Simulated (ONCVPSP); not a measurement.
Eu (Z = 63): one change to an ONCV potential, before and after

```json
{
  "Element": "Eu",
  "Generator": "ONCVPSP 4.0.1",
  "Type": "optimised norm-conserving Vanderbilt (ONCV)",
  "Functional": "PBEsol",
  "Relativity": "fully relativistic",
  "Frozen core": "[Kr] 4d10 4f6",
  "Valence charge": "11",
  "Reference configuration": "5s2 5p6 5d1 6s1.75 (charge +0.25)",
  "Partial waves": "5s+6s: rc 2.50 bohr, ncon 5, nbas 8, qcut 4.3 1/bohr, 2 projectors; 5p: rc 2.05 bohr, ncon 4, nbas 8, qcut 5.2 1/bohr, 2 projectors, debl 1.3 Ha; 5d: rc 3.60 bohr, ncon 4, nbas 9, qcut 4.3 1/bohr, 1 projector; f scattering state at 0.12 Ha: rc 2.90 bohr, ncon 4, nbas 9, qcut 3.4 1/bohr, 3 projectors, debl 3.3 Ha",
  "Local potential": "polynomial inside 1.40 bohr (lpopt 5, dvloc0 2 Ha)",
  "Core correction": "polynomial model core, fcfact 0.55"
}
```

Open shells are filled in proportion to 2j + 1.

Change: p: qcut 4.6.

Cutoffs: the cutoffs (Ha) at which the residual kinetic energy of the hardest occupied pseudo-wave falls to 1 and 0.1 mHa per electron; they do not see the model core or the augmentation charge, which bear on the density cutoff. Errors are all-electron minus pseudo energies relative to the spin-unpolarised reference configuration.

**Question.** How do hardness, ghosts and transferability respond?

**Answer.** The potential gets neither clearly harder nor softer (9.3 Ha and 18 Ha → 7.7 Ha and 27 Ha); the s channel sets the loose cutoff, while the largest relative change is in p, which becomes softer; the errors of the 4 common tests hardly move; neither file shows a bound ghost.

| quantity | base | changed |
| --- | --- | --- |
| cutoff, loose | 9.3 Ha | 7.7 Ha |
| cutoff, tight | 18 Ha | 27 Ha |
| loose cutoff by channel | s 7.7 Ha, p 9.3 Ha, d 6.1 Ha | s 7.7 Ha, p 7.0 Ha, d 6.1 Ha |
| bound ghosts | none | none |
| GHOST(+) flags under 300 eV | s at 63.6 eV | s at 63.6 eV |
| error for 5s2 5p6 5d1 6s2, meV [ΔE -1.17 eV] | -0.1 | -0.1 |
| error for 5s2 5p6 5d1 6s1, meV [ΔE 5.41 eV] | -2.3 | -2.3 |
| error for 5s2 5p6 5d1 6s0, meV [ΔE 17.29 eV] | -26 | -25 |
| error for 5s2 5p6 5d2 6s0, meV [ΔE 6.32 eV] | +4.1 | +4.0 |
| s: phases at 2.54 bohr within 0.05 rad from the reference energy up to (Ha; the scan ends near 5) | 2.1 | 2.1 |
| p3/2: phases at 2.08 bohr within 0.05 rad from the reference energy up to (Ha; the scan ends near 5) | to the end of the scan | to the end of the scan |
| p1/2: phases at 2.08 bohr within 0.05 rad from the reference energy up to (Ha; the scan ends near 5) | to the end of the scan | to the end of the scan |
| d5/2: phases at 3.66 bohr within 0.05 rad from the reference energy up to (Ha; the scan ends near 5) | 0.4 | 0.4 |
| d3/2: phases at 3.66 bohr within 0.05 rad from the reference energy up to (Ha; the scan ends near 5) | 0.4 | 0.4 |
| f7/2: phases at 2.95 bohr within 0.05 rad from the reference energy up to (Ha; the scan ends near 5) | 0.3 | 0.3 |
| f5/2: phases at 2.95 bohr within 0.05 rad from the reference energy up to (Ha; the scan ends near 5) | 0.3 | 0.3 |
| rms error of d²Exc/dni dnj with the model core, mHa | 2.19 | 2.17 |

Base: The cutoffs count occupied waves only; projector 3 of the f channel, the hardest unoccupied one, needs 50 Ha at the loose tolerance. Changed file: The cutoffs count occupied waves only; projector 3 of the f channel, the hardest unoccupied one, needs 50 Ha at the loose tolerance.
